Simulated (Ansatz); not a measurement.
Stepwise reaction of `C#[C][Al]([CH3])[CH3]` with hydrogen fluoride, as a gas-phase model of exchange steps in deposition or etching. ΔE in kJ/mol.

Isolated molecules relaxed with PBE0-D4/def2-TZVP in Ansatz; ΔE leaves out vibrations. CBS: MP2 limit from def2 TZ/QZ plus the TZ coupled-cluster correction, frozen cores. This one scheme is used for every species. Functionals use def2-TZVPP. B3LYP here is the variant with VWN-RPA as its local correlation; programs differ in this.

```csv
step,reaction,PBE-D4,B3LYP-D4,ωB97M-V,CCSD(T)/CBS
2,`C#[C][Al]([CH3])[F]` + H–F → `C#[C][Al]([F])[F]` + CH₄,-171.4,-185.0,-179.7,-180.8
```

Problem. Give the row of step 1, `C#[C][Al]([CH3])[CH3]` + H–F → `C#[C][Al]([CH3])[F]` + CH₄. (Best estimate.)

Solution. Computed: 
```csv
step,reaction,PBE-D4,B3LYP-D4,ωB97M-V,CCSD(T)/CBS
1,`C#[C][Al]([CH3])[CH3]` + H–F → `C#[C][Al]([CH3])[F]` + CH₄,-188.1,-201.5,-196.6,-195.1
```

Problem. By hand: ΔE of the 2 steps together at CCSD(T)/CBS.

Solution. (-195.1) + (-180.8) = -375.9 kJ/mol, or -187.9 kJ/mol a step.

In ΔE each step is higher than the one before. All are downhill at CCSD(T)/CBS. PBE-D4 differs from CCSD(T)/CBS by 7.0 to 9.4 kJ/mol a step. Isolated molecules leave out the surface, adducts and barriers. Largest T1 diagnostic: 0.014.
